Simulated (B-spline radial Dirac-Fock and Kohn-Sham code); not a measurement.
System: the Ne⁺ ion in the configuration 1s2 2s2 2p5. Model: the independent-particle Dirac-Slater model, thresholds from Dirac-Fock. Program: a radial B-spline solver.

Q: Which of the sources Al Kα (taken as 1486.9 eV), Cu Kα (8047.8 eV), Ga Kα (9251.7 eV), Ag Kα (22162.9 eV) can ionise the 1s level, and how does the cross section change among them?

A: The computed threshold is 895.7 eV, so all of them can. Cross sections: Al Kα 88.9 kb, Cu Kα 0.709 kb, Ga Kα 0.463 kb, Ag Kα 0.0301 kb. From the first to the last it falls by a factor of 3000.
